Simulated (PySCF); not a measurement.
Mapped SMILES: `[F:1][CH:2]([F:3])[c:4]1[cH:5][o:6][c:7]([SiH3:8])[cH:9]1`. Hydrogens are named by the atom that carries them.

Computed data (PySCF): coordinates at the GFN2-xTB level, NMR shieldings at PBE0/pcSseg-1/GIAO. In vacuum, a single conformation, relativity neglected, one averaged value for each set of equivalent atoms.

δ = σ(ref) − σ, references computed at the same level: TMS for ¹³C.

**Question.** Do the ¹³C shifts follow the atomic charges (in e)? Tabulate both.

**Answer.** 
```json
{"atoms": "C5", "hybridisation": "sp2", "δ (ppm)": "154.8", "σ para (ppm)": "-219", "Hirshfeld": "+0.03", "IAO": "+0.04", "Mulliken": "+0.27", "ESP-fitted": "-0.00"}
{"atoms": "C7", "hybridisation": "sp2", "δ (ppm)": "153.3", "σ para (ppm)": "-224", "Hirshfeld": "-0.04", "IAO": "-0.12", "Mulliken": "-0.05", "ESP-fitted": "+0.10"}
{"atoms": "C4", "hybridisation": "sp2", "δ (ppm)": "130.8", "σ para (ppm)": "-211", "Hirshfeld": "-0.06", "IAO": "-0.11", "Mulliken": "-0.39", "ESP-fitted": "-0.06"}
{"atoms": "C9", "hybridisation": "sp2", "δ (ppm)": "129.4", "σ para (ppm)": "-196", "Hirshfeld": "-0.08", "IAO": "-0.20", "Mulliken": "-0.10", "ESP-fitted": "-0.36"}
{"atoms": "C2", "hybridisation": "sp3", "δ (ppm)": "118.0", "σ para (ppm)": "-166", "Hirshfeld": "+0.15", "IAO": "+0.44", "Mulliken": "+0.65", "ESP-fitted": "+0.35"}
```

Correlation coefficients of δ with charge over these carbons: Hirshfeld -0.33, IAO -0.45, Mulliken -0.21, ESP-fitted -0.11; with the paramagnetic shielding -0.88. Among the 4 sp2 carbons alone: Hirshfeld +0.82, IAO +0.70, Mulliken +0.76, ESP-fitted +0.78. With so few points, grouped by hybridisation, these coefficients are fragile. Charge is one influence among several: hybridisation and low-lying excitations act through the paramagnetic term.

Shifts are as computed. Against solution values, carbons near 30 ppm lie about +3 ppm off and those near 130 ppm about +5 ppm. Of 1211 compounds with measured shifts, 218 miss one by over three times the rms of a fit or turn the order of signals round; such compounds aren't used in these exercises.
